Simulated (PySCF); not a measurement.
**Calculated NMR parameters of [SiH3]c1nnc(C2CC2)o1**

- Formula: C5H8N2OSi
- SMILES: [SiH3]c1nnc(C2CC2)o1
- InChI: InChI=1S/C5H8N2OSi/c9-5-7-6-4(8-5)3-1-2-3/h3H,1-2H2,9H3
- Point group of the computed structure: C1
- Degrees of unsaturation: 4
- Carbon signals: 4
- Proton signals: 4

Mapped SMILES: `[SiH3:1][c:2]1[n:3][n:4][c:5]([CH:6]2[CH2:7][CH2:8]2)[o:9]1`. Hydrogens are named by the atom that carries them. Ha(C7), Ha(C8) are cis to C5 on the ring; Hb(C7), Hb(C8) are trans to C5 on the ring.

How the numbers were obtained: PBE0/pcSseg-1 with gauge-including orbitals, geometry from GFN2-xTB, in PySCF 2.14.0 with density-fitted response routines (in vacuum, averaged over atoms made equivalent by symmetry, fast rotation or ring inversion, one conformer, non-relativistic Hamiltonian).

δ = σ(ref) − σ, references computed at the same level: TMS for ¹H (31.72 ppm), ¹³C (186.93 ppm), ²⁹Si (349.16 ppm); ¹⁵N (267.73 ppm) against NH3; ¹⁷O (336.08 ppm) against H2O.

```tsv
carbon	δC, type	δH (multiplicity)	HMBC from (2–3 bonds)	span of the C tensor (ppm)
C2	165.5, C	–	H(Si1)	157
C5	177.6, C	–	H(C6), Hb(C7)/Hb(C8), Ha(C7)/Ha(C8)	158
C6	11.0, CH	2.61 (m)	Hb(C7)/Hb(C8), Ha(C7)/Ha(C8)	84
C7/C8	11.2, CH2	Hb(C7) 1.14 (m); Ha(C7) 1.06 (m)	H(C6), Hb(C7)/Hb(C8), Ha(C7)/Ha(C8)	62
```

Other nuclei:
```csv
atoms,nucleus,environment,δ (ppm),σ (ppm)
H(Si1),¹H,hydrogen on a silicon bonded to C,4.52,27.20
Si1,²⁹Si,"silicon bonded to C, 3 H",-86.8,436.0
N3,¹⁵N,pyridine-type nitrogen of an azole,382.3,-114.6
N4,¹⁵N,pyridine-type nitrogen of an azole,344.3,-76.5
O9,¹⁷O,aromatic ring oxygen,333.8,2.2
```

- Carbon types of the structure: 2 × C, 1 × CH, 2 × CH2, leaving 3 H on heteroatoms.
- δC 177.6, 165.5: substituted aromatic carbon next to the ring oxygen.
- δC 11.2, 11.0: three-membered-ring carbon; carbons of three-membered rings are unusually shielded.
- δH 4.52: hydrogen on a silicon bonded to C.
- δH 2.61, 1.14, 1.06: hydrogen on a three-membered-ring carbon.

Shifts are as computed. Against solution values, carbons near 30 ppm lie about +3 ppm off and those near 130 ppm about +5 ppm. Of 1211 compounds with measured shifts, 218 miss one by over three times the rms of a fit or turn the order of signals round; such compounds aren't used in these exercises. Unscaled 17O shifts of doubly bonded oxygen tend to come out too high, by tens of ppm or more. Experimental scales use liquid or dissolved standards, which lie at an offset from isolated NH3 (liquid NH3: subtract about 20 ppm) and H2O (liquid H2O: subtract about 36 ppm). Unscaled 15N shifts of sp2 nitrogen come out 20 to 40 ppm too high even then. Multiplicities follow the n + 1 count of equivalent neighbours, as no J values were calculated; m marks all less simple cases, F and P coupling included.
